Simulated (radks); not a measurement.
Spherical quantum dot in the effective-mass picture: electrons in a parabolic well V = omega^2 r^2 / 2 with omega = 0.397, with a point charge +1 (a donor) at the centre, all in effective atomic units (hartree* = m*/eps^2 hartree, bohr* = eps/m* bohr), one dielectric constant everywhere. Method: non-relativistic Kohn-Sham, PBEsol, spin-polarised, spherical densities; computed with a radial shooting solver with Libxc functionals. Levels are named by radial order and angular momentum (1s, 1p, 1d, 2s, ...), and open shells are averaged over m. Results are scaled to m* = 0.035 and eps = 15.9, for which hartree* = 3.767 meV and bohr* = 24.04 nm.

N = 22, configuration 1s2 1p6 1d10 2s2 1f(up 2, down 0). This is the lowest configuration that the search found. Occupied and some empty levels:

level    occupation  eigenvalue (meV)  <r> (nm)
1s up             1            21.501     54.12
1s down           1            21.508     53.00
1p up             3            22.304     89.61
1p down           3            22.343     88.69
2s up             1            22.625     82.51
2s down           1            22.664     82.87
1d up             5            22.923     101.4
1d down           5            22.974     100.8
1f up             2            23.619     109.7
1f down           0            23.678     109.4
2p up             0            23.881     91.48
2p down           0            23.913     91.78
1g up             0            24.394     116.6
1g down           0            24.456     116.5
2d up             0            24.811     102.7
2d down           0            24.846     102.8

Energy (meV): total 294.841, kinetic 26.384, external 80.223, Hartree 211.00, exchange-correlation -22.768.
